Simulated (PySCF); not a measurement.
## Which determinant of SiSn lies lowest?

Unrestricted PBE0; Si x2c-SVPall, Sn x2c-SVPall; spin-free X2C with a Gaussian nucleus (PySCF 2.14). Outer shells of the fragments: Si 3s2 3p2; Sn 4d10 5s2 5p2.

Followed along the bond (rough minima from three points):

```json
{"2Ms+1": "3", "unpaired": "π ↑↑", "⟨S²⟩ at the start": "2.00", "R at minimum (Å)": "2.52", "Te (eV)": "0.00"}
{"2Ms+1": "1", "unpaired": "π ↑↓", "⟨S²⟩ at the start": "1.01", "R at minimum (Å)": "2.53", "Te (eV)": "0.20"}
{"2Ms+1": "3", "unpaired": "σ ↑, π ↑", "⟨S²⟩ at the start": "2.02", "R at minimum (Å)": "2.40", "Te (eV)": "0.24"}
{"2Ms+1": "1", "unpaired": "σ ↓, π ↑", "⟨S²⟩ at the start": "1.02", "R at minimum (Å)": "2.40", "Te (eV)": "0.41"}
{"2Ms+1": "1", "unpaired": "none", "⟨S²⟩ at the start": "0.00", "R at minimum (Å)": "2.54", "Te (eV)": "0.79"}
```

Solutions found at the starting distance of 2.465 Å, counted from the lowest of them; the search is not exhaustive and high or unbound solutions are not listed, so other states can lie among these:

```csv
2Ms+1,unpaired,term,E (eV),⟨S²⟩,⟨Lz²⟩,μ (D)
3,π ↑↑,³Σ⁻,0.00,2.00,0.00,0.94
1,π ↑↓,mixed,0.20,1.01,2.01,0.90
3,"σ ↑, π ↑",³Π,0.25,2.02,1.00,1.04
1,"σ ↓, π ↑",mixed,0.42,1.02,1.01,1.03
1,none,mixed,0.81,0.00,2.00,0.74
5,"σ ↑, π ↑↑↑",⁵Π,1.25,6.00,1.00,0.60
3,"σ ↑, π ↑↑↓",mixed,1.74,3.02,3.02,0.57
3,"σ ↓, π ↑↑↑",mixed,1.80,3.03,1.00,0.65
3,π ↑↑,mixed,2.31,2.01,2.01,0.24
5,π ↑↑↑↑,⁵Σ⁺,3.79,6.01,0.00,-0.09
```

A term symbol is given only where ⟨S²⟩ and ⟨Lz²⟩ are close to those of a pure state; real π, δ and φ orbitals otherwise mix terms. A positive dipole means Si(−)Sn(+).

Spin–orbit coupling is left out.
